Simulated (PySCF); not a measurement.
Partial charges of `NC(=O)[Si@@H]1C[C@H]1[SiH](O)O`

Compound: C3H9NO3Si2.
Z-matrix (Å and degrees, GFN2-xTB geometry), rows numbered from 1:
```
N 
C   1  1.3506
O   2  1.2165  1  121.95
Si  2  1.9017  1  118.30  3  -179.80
C   4  1.8883  2  118.18  1    30.95
C   5  1.5392  4   66.08  2  -105.02
Si  6  1.8768  4  121.98  5   108.68
O   7  1.6189  6  106.22  4    89.81
O   7  1.6360  6  113.39  4  -154.31
H   1  1.0088  2  119.50  3    -1.01
H   1  1.0033  2  121.54  3  -178.70
H   4  1.4503  2  113.53  1   179.95
H   5  1.0810  4  118.15  6  -107.05
H   5  1.0829  4  122.64  6   107.22
H   6  1.0862  4  116.59  5  -105.59
H   7  1.4627  6  111.17  4   -31.82
H   8  0.9531  7  119.31  6   156.28
H   9  0.9519  7  120.16  6    57.31
```

Density: PBE0/pcSseg-1 (PySCF); schemes: Mulliken, IAO, Hirshfeld and ESP-fitted. The structure is a single GFN2-xTB conformer in the gas phase; no vibrational or solvent corrections.

Q: What partial charge does each atom carry?

A: In e:

```json
{"atom": "N1", "environment": "nitrogen bound to a carbonyl carbon", "Mulliken": "-0.369", "IAO": "-0.493", "Hirshfeld": "-0.169", "ESP-fitted": "-1.057"}
{"atom": "C2", "environment": "carbonyl carbon", "Mulliken": "+0.174", "IAO": "+0.203", "Hirshfeld": "+0.085", "ESP-fitted": "+0.774"}
{"atom": "O3", "environment": "carbonyl oxygen", "Mulliken": "-0.422", "IAO": "-0.478", "Hirshfeld": "-0.289", "ESP-fitted": "-0.551"}
{"atom": "Si4", "environment": "SiH silicon", "Mulliken": "+0.670", "IAO": "+0.743", "Hirshfeld": "+0.328", "ESP-fitted": "+0.035"}
{"atom": "C5", "environment": "sp3 carbon bound to silicon", "Mulliken": "-0.448", "IAO": "-0.519", "Hirshfeld": "-0.174", "ESP-fitted": "-0.524"}
{"atom": "C6", "environment": "sp3 carbon bound to silicon", "Mulliken": "-0.781", "IAO": "-0.683", "Hirshfeld": "-0.215", "ESP-fitted": "-0.227"}
{"atom": "Si7", "environment": "oxygen-bound silicon", "Mulliken": "+1.118", "IAO": "+1.346", "Hirshfeld": "+0.449", "ESP-fitted": "+0.894"}
{"atom": "O8", "environment": "silanol oxygen", "Mulliken": "-0.542", "IAO": "-0.792", "Hirshfeld": "-0.309", "ESP-fitted": "-0.782"}
{"atom": "O9", "environment": "silanol oxygen", "Mulliken": "-0.558", "IAO": "-0.800", "Hirshfeld": "-0.319", "ESP-fitted": "-0.735"}
{"atom": "H10", "environment": "N–H hydrogen", "Mulliken": "+0.193", "IAO": "+0.284", "Hirshfeld": "+0.142", "ESP-fitted": "+0.450"}
{"atom": "H11", "environment": "N–H hydrogen", "Mulliken": "+0.201", "IAO": "+0.275", "Hirshfeld": "+0.137", "ESP-fitted": "+0.455"}
{"atom": "H12", "environment": "Si–H hydrogen", "Mulliken": "-0.019", "IAO": "-0.080", "Hirshfeld": "-0.046", "ESP-fitted": "+0.044"}
{"atom": "H13", "environment": "methylene hydrogen", "Mulliken": "+0.143", "IAO": "+0.146", "Hirshfeld": "+0.037", "ESP-fitted": "+0.176"}
{"atom": "H14", "environment": "methylene hydrogen", "Mulliken": "+0.146", "IAO": "+0.151", "Hirshfeld": "+0.039", "ESP-fitted": "+0.171"}
{"atom": "H15", "environment": "methine hydrogen", "Mulliken": "+0.171", "IAO": "+0.159", "Hirshfeld": "+0.041", "ESP-fitted": "+0.120"}
{"atom": "H16", "environment": "Si–H hydrogen", "Mulliken": "-0.172", "IAO": "-0.198", "Hirshfeld": "-0.096", "ESP-fitted": "-0.164"}
{"atom": "H17", "environment": "hydroxyl hydrogen", "Mulliken": "+0.249", "IAO": "+0.369", "Hirshfeld": "+0.180", "ESP-fitted": "+0.490"}
{"atom": "H18", "environment": "hydroxyl hydrogen", "Mulliken": "+0.244", "IAO": "+0.368", "Hirshfeld": "+0.176", "ESP-fitted": "+0.429"}
```

Mean size of the charges over all atoms: IAO 0.449 e, ESP-fitted 0.449 e, Mulliken 0.368 e, Hirshfeld 0.180 e. Each set sums to the total charge, 0, to within 0.001 e. The Hirshfeld scheme weights the molecular density at each point by an atom's share of the summed free-atom densities.

Lowest charge. The schemes don't all agree: Mulliken C6 (-0.781); IAO O9 (-0.800); Hirshfeld O9 (-0.319); ESP-fitted N1 (-1.057).

Highest charge. All schemes agree: Mulliken Si7 (+1.118); IAO Si7 (+1.346); Hirshfeld Si7 (+0.449); ESP-fitted Si7 (+0.894).

Q: How closely do the schemes follow one another over all atoms?

A: Correlation coefficient and root-mean-square difference: Mulliken with IAO 0.99, 0.120 e; IAO with Hirshfeld 0.98, 0.341 e; Mulliken with Hirshfeld 0.96, 0.258 e; Hirshfeld with ESP-fitted 0.85, 0.376 e; IAO with ESP-fitted 0.84, 0.304 e; Mulliken with ESP-fitted 0.80, 0.328 e.

Q: Sum the charges by element, for elements with more than one atom.

A: 
```
element  atoms  Mulliken     IAO  Hirshfeld  ESP-fitted
      C      3    -1.054  -1.000     -0.303      +0.023
      O      3    -1.521  -2.071     -0.917      -2.068
     Si      2    +1.788  +2.089     +0.777      +0.929
      H      9    +1.156  +1.475     +0.612      +2.172
```
